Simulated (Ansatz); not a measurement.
A nudged elastic band was laid between two geometries of CH4B2Cl (8 atoms, charge -1, multiplicity 1).

Method: Ansatz 0.2.0, RKS r2SCAN-D4/def2-SVPD.

```
movable images  : 7
climbing image  : yes
spring          : 5.0 eV/Å²
optimiser       : quadratic models (default)
start path      : through a guess of the saddle point
force threshold : 0.03 eV/Å
iteration limit : 60
end points      : relaxed
```

First end point:

```xyz
8
Properties=species:S:1:pos:R:3
B -0.323 1.368 -0.216
B -0.139 -0.279 -0.371
C 0.492 -1.121 0.641
Cl -0.783 -1.137 -1.964
H -0.837 2.122 -1.030
H 0.080 1.928 0.797
H 0.874 -0.672 1.568
H 0.636 -2.209 0.576
```

Last end point:

```xyz
8
Properties=species:S:1:pos:R:3
B -0.324 1.368 -0.215
B -0.139 -0.278 -0.372
C 0.492 -1.121 0.641
Cl -0.780 -1.137 -1.966
H 0.080 1.928 0.797
H -0.840 2.121 -1.029
H 0.882 -0.671 1.564
H 0.629 -2.210 0.580
```

(1) What changes between the two ends?

(2) Give the energies along the band, and the barrier.

(3) What is the geometry of the highest image?

## Answers

(1) No bond is made or broken. The dihedral H6–B1–B2–Cl4 goes from 180 to 0°. The two ends are copies of one structure, up to a mirror image or an exchange of like atoms.

(2) The forces met the threshold. The highest image is number 3 of 0 to 8, 0.257 eV above the ends, which have the same energy within 2 meV. The profile has 2 maxima (images 3, 5) with wells between them (image 4): this band takes more than one step, which may be the mechanism or a detour left from its start path. A vibrational analysis at the climbing image gives one clearly imaginary mode, 227i cm⁻¹: a first-order saddle point.

```tsv
image	path coordinate (Å)	energy (eV)	dihedral H6–B1–B2–Cl4 (°)
0	0.00	0.000	180
1	0.64	0.028	-160
2	1.28	0.158	-132
3	1.92	0.257	-107
4	2.66	0.164	-105
5	3.39	0.229	-77
6	4.13	0.207	-53
7	4.86	0.044	-27
8	5.60	0.000	0
```

(3) 
```xyz
8
Properties=species:S:1:pos:R:3
B -0.306 1.409 -0.275
B -0.004 -0.228 -0.120
C 0.442 -1.256 0.788
Cl -0.460 -0.687 -1.982
H -1.438 1.828 -0.450
H 0.552 2.279 -0.324
H 0.738 -1.019 1.819
H 0.474 -2.326 0.544
```

The run took 3.2 min on 2 threads of Intel(R) Xeon(R) 6975P-C (Granite Rapids), with other jobs on the host, peak memory 0.18 GiB.
